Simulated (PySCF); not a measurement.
Isomers C7H12N2Si:

A. `InChI=1S/C7H12N2Si/c1-6-4-2-3-5-7(6)8-9-10/h2-5,8-9H,1,10H3`
B. `n1ccc([Si](C)(C)C)cn1`
C. `C[Si](C)(C)c1cccnn1`

Spectrum 1. ¹H NMR (300 MHz, computed): δ 9.55 (s, 1H), 9.49 (d, 1H), 7.37 (d, 1H), 0.33 (s, 9H). ¹³C{¹H} NMR (computed): δ 159.1 (CH), 155.4 (CH), 142.1 (C), 134.1 (CH), -1.4 (CH3).

Spectrum 2. ¹H NMR (300 MHz, computed): δ 9.48 (d, 1H), 7.57 (d, 1H), 7.34 (m, 1H), 0.41 (s, 9H). ¹³C{¹H} NMR (computed): δ 173.3 (C), 154.4 (CH), 134.8 (CH), 127.8 (CH), -1.0 (CH3).

Spectrum 3. ¹H NMR (300 MHz, computed): δ 7.48 (m, 1H), 7.38 (d, 1H), 6.99 (m, 1H), 6.91 (d, 1H), 4.62 (s, 3H), 4.43 (br s, 1H), 2.80 (br s, 1H), 2.21 (s, 3H). ¹³C{¹H} NMR (computed): δ 152.1 (C), 136.0 (CH), 133.1 (CH), 124.0 (C), 123.6 (CH), 114.6 (CH), 19.5 (CH3).

Theoretical values (PySCF 2.14.0 with density-fitted response routines): structure optimised with GFN2-xTB, shieldings: GIAO PBE0/pcSseg-1. Gas phase, no relativistic terms, equivalent nuclei averaged, single conformer.

Shifts are taken against calculated references (same method and geometry level): ¹H and ¹³C against TMS. Where no couplings were computed, multiplicities follow the n + 1 count of equivalent neighbours, and m marks all less simple cases (inequivalent or close neighbours, rings, F or P nearby). Shifts are as computed. Against solution values, carbons near 30 ppm lie about +3 ppm off and those near 130 ppm about +5 ppm. Of 1211 compounds with measured shifts, 218 miss one by over three times the rms of a fit or turn the order of signals round; such compounds aren't used in these exercises. OH and NH positions are gas-phase values without hydrogen bonding to other molecules.

Problem. Match each spectrum to its structure.

Solution. 1–B, 2–C, 3–A.

- Spectrum 1 (B): 5 ¹³C signals; δC 159.1 is an aromatic CH next to a ring nitrogen; δC 155.4 is an aromatic CH next to a ring nitrogen.
- Spectrum 2 (C): 5 ¹³C signals; δC 154.4 is an aromatic CH next to a ring nitrogen; δC 134.8 is an aromatic CH.
- Spectrum 3 (A): 7 ¹³C signals; δC 152.1 is an aromatic carbon bearing nitrogen; δC 136.0 is an aromatic CH.
